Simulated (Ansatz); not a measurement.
`[OH][Hf]([Cl])([Cl])[I]` + H–F → `[OH][Hf]([F])([Cl])[Cl]` + HI at 500 K and 1 bar (ligand exchange at the Hf–I bond).

Program: Ansatz. Geometries: PBE0-D4/def2-TZVP. ΔE: electronic, gas phase. CCSD(T)/CBS adds triple-zeta CCSD(T) − MP2 to the extrapolated MP2 energy (def2 sets, frozen cores). This one scheme is used for every species. Elements past krypton have def2 core potentials. For Hf, I outer-core shells are correlated without core-valence functions, which leaves a few kJ/mol of doubt a bond. One conformer a species, not always the lowest.

| species | CCSD(T)/CBS energy (Eh) | H − E (kJ/mol) | S (J/(mol·K)) |
| --- | --- | --- | --- |
| `[OH][Hf]([Cl])([Cl])[I]` | -1340.96956 | 89.2 | 478.7 |
| H–F | -100.39570 | 39.4 | 188.7 |
| `[OH][Hf]([F])([Cl])[Cl]` | -1143.33676 | 90.4 | 446.2 |
| HI | -298.03592 | 28.6 | 221.6 |

H − E and S are ideal-gas, rigid-rotor, harmonic terms from PBE0-D4/def2-TZVP, for one conformer and one mirror image of each species. 1 Eh = 2625.50 kJ/mol, R = 8.31446 J/(mol·K).

Question: By hand: ΔE, ΔH, ΔS and ΔG.

Answer: ΔE = (-1143.33676) + (-298.03592) − (-1340.96956) − (-100.39570) = -0.00742 Eh = -19.5 kJ/mol. Δ(H − E) = 90.4 + 28.6 − 89.2 − 39.4 = -9.6, so ΔH = -29.1 kJ/mol. ΔS = 446.2 + 221.6 − 478.7 − 188.7 = 0.4 J/(mol·K). ΔG = -29.1 − 500 × (0.4)/1000 = -29.3 kJ/mol.

Question: By hand: the equilibrium constant, and the temperature at which ΔG would vanish if ΔH and ΔS stayed fixed.

Answer: log₁₀ K = −ΔG/(RT ln 10) = 3.1. ΔH and −TΔS have one sign here, so there is no such temperature.

The number of gas molecules stays the same, so ΔS is small and ΔH decides. A doubt of 5 kJ/mol in ΔE shifts log₁₀ K by 0.5 here. Other conformers and mirror images would add mixing entropy, several J/(mol·K) or more a flexible species. These are equilibria of isolated gas molecules and say nothing of rates. Largest T1 diagnostic: 0.015 (customary marks: 0.02 for closed shells, 0.045 for open ones).

ΔS is within the doubt of such terms, so its sign, and with it that verdict, could turn.
